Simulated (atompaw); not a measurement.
terbium (Tb): one change to a PAW (atompaw) potential, before and after

```json
{
  "Element": "terbium (Tb)",
  "Generator": "atompaw 4.2.0.5",
  "Type": "PAW",
  "Functional": "PBE",
  "Relativity": "scalar-relativistic",
  "Frozen core": "[Kr] 4d10 4f8",
  "Valence charge": "11",
  "Reference configuration": "5s2 5p6 5d1 6s1 6p1",
  "Partial waves": "5s (bound); 6s (bound); 5p (bound); 6p (bound); 5d (bound); 5d channel at 0.95 Ry",
  "Local potential": "bessel scheme, radius 2.70 bohr",
  "Core correction": "smooth core density matched at 1.50 bohr",
  "Augmentation charge": "sinc compensation charge, radius 2.90 bohr; PAW radius 3.00 bohr; waves and projectors: bloechl"
}
```

Change: core [Kr] 4d10, valence charge 19; reference 4f9 5s2 5p6 5d0 6s1 6p1; waves now 5s (bound); 6s (bound); 5p (bound); 6p (bound); 5d (bound); 5d channel at 1.7 Ry; 4f (bound); 4f channel at 0.55 Ry; local potential bessel scheme, radius 1.95 bohr; core correction smooth core density matched at 2.05 bohr; augmentation sinc compensation charge, radius 2.75 bohr; PAW radius 3.00 bohr; waves and projectors: bloechl.

Cutoffs: the cutoffs (Ry, on a coarse ladder) from which the occupation-weighted sum of valence levels, in a spherical-Bessel basis at the reference potential, stays within 10 and 1 mRy of its value at 400 Ry; they do not see the model core or the augmentation charge, which bear on the density cutoff.

Problem. What does the change do?

Solution. The potential gets harder (18 Ry and 25 Ry → 30 Ry and 35 Ry); neither file shows a bound ghost. The added semicore shells are compact, so their waves need more plane waves. Several settings change at once here, so the effects cannot be laid on one of them.

```tsv
quantity	base	changed
cutoff, loose	18 Ry	30 Ry
cutoff, tight	25 Ry	35 Ry
bound ghosts	none	none
s: phases at 3.01 bohr within 0.05 rad from the reference energy up to (Ry; the scan ends near 5)	3.8	3.1
p: phases at 3.01 bohr within 0.05 rad from the reference energy up to (Ry; the scan ends near 5)	to the end of the scan	to the end of the scan
d: phases at 3.01 bohr within 0.05 rad from the reference energy up to (Ry; the scan ends near 5)	to the end of the scan	to the end of the scan
lowest overlap eigenvalue by channel	s 0.49, p 0.64, d 0.90	s 0.52, p 0.71, d 0.96, f 0.95
```

 The cutoffs see the waves, projectors and local potential, not the compensation charge or the core.
